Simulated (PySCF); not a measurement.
C₃H₁₄Si₃, SMILES C[SiH2]CC[SiH2][SiH3]. Atoms are numbered in the order given.

```xyz
20

C     -3.3840    -1.7561    -0.6391
Si    -2.5972    -0.2318     0.1444
C     -0.7686    -0.0781    -0.3262
C     -0.0659     1.1475     0.2902
Si     1.7590     1.3174    -0.2076
Si     2.9613    -0.6108     0.4044
H     -4.4473    -1.8409    -0.3635
H     -3.3217    -1.7093    -1.7385
H     -2.8739    -2.6753    -0.3083
H     -3.3171     1.0026    -0.2992
H     -2.7066    -0.3071     1.6348
H     -0.2602    -1.0108    -0.0212
H     -0.6975    -0.0502    -1.4287
H     -0.1159     1.1075     1.3927
H     -0.5851     2.0783     0.0003
H      1.8639     1.5028    -1.6886
H      2.3749     2.5109     0.4513
H      2.7721    -0.8909     1.8609
H      4.4219    -0.4441     0.1410
H      2.4810    -1.8017    -0.3600
```

Geometry: B3LYP-D3(BJ)/def2-SVP. This is a generated structure with no PubChem entry under its InChIKey; it may be hypothetical. Other conformers were not sampled.

Calculation: TDA-PBE/def2-SVPD run with PySCF.

Vertical excitations. Gas-phase values at a fixed geometry.

Computed UV-visible absorptions:
| state | energy (eV) | λ (nm) | f | main pairs |
|---|---|---|---|---|
| S1 | 6.05 | 205 | 0.011 | HOMO→LUMO 92 % |
| S2 | 6.31 | 196 | 0.001 | HOMO→LUMO+1 94 % |
| S3 | 6.42 | 193 | 0.008 | HOMO→LUMO+2 72 %, HOMO−1→LUMO 22 % |
| S4 | 6.50 | 191 | 0.045 | HOMO−1→LUMO 43 %, HOMO→LUMO+3 25 %, HOMO→LUMO+2 21 % |
| S5 | 6.57 | 189 | 0.013 | HOMO→LUMO+3 61 %, HOMO−1→LUMO 22 % |
| S6 | 6.73 | 184 | 0.046 | HOMO→LUMO+4 85 % |
| T1 | 5.67 | 219 | 0 | HOMO→LUMO 90 % |
| T2 | 6.01 | 206 | 0 | HOMO−1→LUMO 88 % |
Triplets are in the Tamm–Dancoff approximation.
